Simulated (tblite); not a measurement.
A geometry optimisation, step by step.

CH5F3P4Si.
Bonds: F1–C2, C2–F3, C2–F4, C2–P5, P5–P6, P6–P7, P7–Si8, P7–P9, P5–P9. Hydrogens: H10 on P6; H11, H12, H13 on Si8; H14 on P9.

Computed with GFN2-xTB (tblite), gas phase: L-BFGS steps from a force-field or distance-geometry start until the largest atomic force falls under 0.01 eV/Å. 8 of its 126 geometries are shown.

Step 0: E = -834.6802 eV, largest atomic force 2.485 eV/Å
```
atom  x, y, z in Å  |  force x, y, z in eV/Å
F1     -3.499   -0.417   -1.592    0.912   1.014   1.065
C2     -2.697    0.188   -0.656   -0.302   0.817   0.207
F3     -1.959    1.165   -1.258   -1.219  -0.248   0.282
F4     -3.502    0.701    0.346    0.792  -0.154  -1.586
P5     -1.589   -1.093    0.088    0.198  -2.372   0.715
P6     -0.393   -0.428    1.817   -0.601   1.848   0.740
P7      1.506   -0.906    0.809   -0.392  -1.743   0.119
Si8     2.774    0.797    0.267    0.308   1.267  -0.508
P9      0.293   -1.492   -0.946    0.405  -0.345  -1.019
H10    -0.669   -1.371    2.911    0.306   0.006  -1.296
H11     4.152    0.520    0.667   -0.096  -0.184   0.183
H12     2.301    2.068    0.815   -0.016   0.006   0.054
H13     2.786    0.885   -1.206   -0.080  -0.042   0.085
H14     0.495   -0.618   -2.085   -0.215   0.130   0.958
```

Step 18: E = -836.1140 eV, largest atomic force 0.308 eV/Å
```
atom  x, y, z in Å  |  force x, y, z in eV/Å
F1     -3.333   -0.352   -1.579    0.018  -0.080   0.017
C2     -2.507    0.065   -0.619    0.174  -0.111   0.108
F3     -1.765    1.045   -1.157    0.101   0.063  -0.015
F4     -3.246    0.627    0.339   -0.207   0.153   0.039
P5     -1.549   -1.351    0.195    0.203  -0.085  -0.216
P6     -0.383   -0.123    1.580   -0.230   0.103   0.156
P7      1.432   -1.058    0.767   -0.023  -0.142  -0.208
Si8     2.662    0.773    0.197    0.022  -0.166   0.050
P9      0.275   -1.564   -1.089   -0.031   0.031   0.050
H10    -0.569   -1.065    2.599    0.045   0.101   0.072
H11     3.956    0.382    0.768   -0.038   0.108  -0.112
H12     2.125    1.973    0.841   -0.038  -0.027  -0.026
H13     2.676    0.909   -1.267    0.027   0.001   0.102
H14     0.225   -0.262   -1.598   -0.021   0.049  -0.017
```

Step 36: E = -836.1571 eV, largest atomic force 0.042 eV/Å
```
atom  x, y, z in Å  |  force x, y, z in eV/Å
F1     -3.249   -0.392   -1.591    0.017  -0.010  -0.028
C2     -2.479    0.054   -0.595   -0.024   0.017  -0.010
F3     -1.730    1.050   -1.103   -0.022   0.026   0.024
F4     -3.287    0.614    0.312   -0.010  -0.004  -0.001
P5     -1.506   -1.349    0.203   -0.010  -0.012  -0.030
P6     -0.369   -0.090    1.583   -0.008  -0.015  -0.010
P7      1.403   -1.112    0.732    0.024  -0.026   0.021
Si8     2.641    0.718    0.203   -0.008  -0.020  -0.005
P9      0.257   -1.506   -1.147   -0.002  -0.015   0.032
H10    -0.560   -0.971    2.652    0.032   0.014   0.018
H11     3.968    0.416    0.733    0.002   0.001   0.014
H12     2.027    1.881    0.848    0.015   0.009  -0.020
H13     2.669    0.867   -1.255    0.002   0.017  -0.012
H14     0.216   -0.180   -1.598   -0.008   0.018   0.008
```

Step 54: E = -836.1693 eV, largest atomic force 0.137 eV/Å
```
atom  x, y, z in Å  |  force x, y, z in eV/Å
F1     -3.072   -0.370   -1.722    0.082   0.025   0.010
C2     -2.503    0.046   -0.587   -0.032   0.059   0.033
F3     -1.779    1.142   -0.887   -0.019  -0.018  -0.048
F4     -3.485    0.459    0.219   -0.034  -0.008   0.031
P5     -1.522   -1.330    0.244    0.000  -0.088  -0.025
P6     -0.339   -0.062    1.578    0.037  -0.008   0.029
P7      1.399   -1.141    0.721    0.057   0.124  -0.009
Si8     2.663    0.681    0.177   -0.040  -0.031  -0.022
P9      0.209   -1.471   -1.144    0.040  -0.057   0.046
H10    -0.496   -0.910    2.678   -0.043   0.001   0.008
H11     3.981    0.401    0.747   -0.050   0.002   0.001
H12     2.033    1.875    0.755    0.041  -0.061  -0.015
H13     2.723    0.803   -1.286    0.009  -0.024   0.033
H14     0.189   -0.123   -1.516   -0.047   0.083  -0.071
```

Step 71: E = -836.1806 eV, largest atomic force 0.014 eV/Å
```
atom  x, y, z in Å  |  force x, y, z in eV/Å
F1     -2.879   -0.322   -1.800    0.006   0.007   0.007
C2     -2.514    0.041   -0.565   -0.008   0.002   0.007
F3     -1.856    1.209   -0.687    0.000  -0.009  -0.004
F4     -3.630    0.303    0.120   -0.004   0.004   0.003
P5     -1.525   -1.325    0.278    0.002  -0.005  -0.011
P6     -0.341   -0.044    1.604    0.007  -0.006  -0.003
P7      1.393   -1.108    0.721   -0.006  -0.002   0.003
Si8     2.689    0.663    0.141   -0.005   0.003   0.001
P9      0.189   -1.427   -1.134    0.000   0.002   0.003
H10    -0.489   -0.897    2.704    0.000  -0.001  -0.002
H11     3.977    0.377    0.768    0.007   0.001   0.009
H12     2.080    1.890    0.660   -0.008   0.009  -0.005
H13     2.796    0.715   -1.320    0.002  -0.011  -0.009
H14     0.110   -0.076   -1.513    0.008   0.005   0.003
```

Step 89: E = -836.1830 eV, largest atomic force 0.036 eV/Å
```
atom  x, y, z in Å  |  force x, y, z in eV/Å
F1     -2.856   -0.272   -1.805    0.008  -0.004   0.017
C2     -2.517    0.047   -0.550   -0.003   0.012  -0.002
F3     -1.877    1.230   -0.616   -0.012  -0.006  -0.006
F4     -3.650    0.263    0.124    0.009   0.012  -0.004
P5     -1.515   -1.328    0.261   -0.002   0.003  -0.001
P6     -0.345   -0.067    1.619    0.017  -0.005  -0.006
P7      1.393   -1.118    0.726    0.011  -0.007  -0.010
Si8     2.686    0.646    0.118   -0.008   0.015   0.013
P9      0.203   -1.377   -1.146    0.003  -0.006   0.001
H10    -0.496   -0.938    2.703   -0.002  -0.003  -0.004
H11     3.938    0.454    0.844    0.016  -0.016   0.004
H12     2.029    1.897    0.505   -0.026   0.010  -0.016
H13     2.862    0.574   -1.336    0.025   0.002   0.018
H14     0.142   -0.010   -1.471   -0.035  -0.007  -0.005
```

Step 107: E = -836.1964 eV, largest atomic force 0.082 eV/Å
```
atom  x, y, z in Å  |  force x, y, z in eV/Å
F1     -2.911   -0.211   -1.747    0.003  -0.006  -0.003
C2     -2.518    0.088   -0.503    0.005   0.001   0.002
F3     -1.851    1.254   -0.584    0.011   0.019   0.016
F4     -3.618    0.329    0.213   -0.006  -0.012   0.027
P5     -1.523   -1.330    0.243    0.023   0.013   0.000
P6     -0.304   -0.153    1.637    0.011  -0.009  -0.028
P7      1.412   -1.157    0.649   -0.041  -0.023  -0.025
Si8     2.680    0.639    0.098    0.035   0.051  -0.025
P9      0.168   -1.332   -1.202    0.023  -0.016   0.032
H10    -0.431   -1.091    2.666   -0.013   0.009   0.010
H11     3.723    0.712    1.125   -0.071  -0.017  -0.037
H12     1.853    1.854    0.079    0.033  -0.030  -0.011
H13     3.229    0.352   -1.234   -0.035   0.015   0.072
H14     0.091    0.047   -1.461    0.022   0.005  -0.030
```

Step 125: E = -836.2034 eV, largest atomic force 0.010 eV/Å
```
atom  x, y, z in Å  |  force x, y, z in eV/Å
F1     -2.979   -0.146   -1.680    0.001   0.004  -0.006
C2     -2.504    0.119   -0.458    0.004   0.000   0.001
F3     -1.809    1.267   -0.558    0.005   0.001   0.002
F4     -3.551    0.377    0.330   -0.003   0.001   0.004
P5     -1.514   -1.336    0.215    0.005   0.000  -0.008
P6     -0.268   -0.201    1.615   -0.005  -0.001  -0.003
P7      1.421   -1.193    0.576    0.002   0.003   0.003
Si8     2.652    0.645    0.089    0.000   0.001  -0.004
P9      0.154   -1.354   -1.256   -0.006  -0.007   0.002
H10    -0.399   -1.154    2.631    0.006  -0.002   0.003
H11     3.442    0.880    1.296    0.001   0.004  -0.005
H12     1.792    1.794   -0.219   -0.004   0.002   0.005
H13     3.465    0.280   -1.071   -0.003  -0.005   0.008
H14     0.096    0.022   -1.534   -0.004  -0.002  -0.002
```

Q: Summarise the path.

A: The energy falls by 146.97 kJ/mol from step 0 to step 125; nine tenths of that is first reached at step 15. It rises by more than 0.2 meV at steps 57 and 102. The largest force goes from 2.485 to 0.010 eV/Å. Among the bonds P7–Si8 changes most, from 2.192 to 2.266 Å; the atoms move by 0.652 Å rms after alignment.
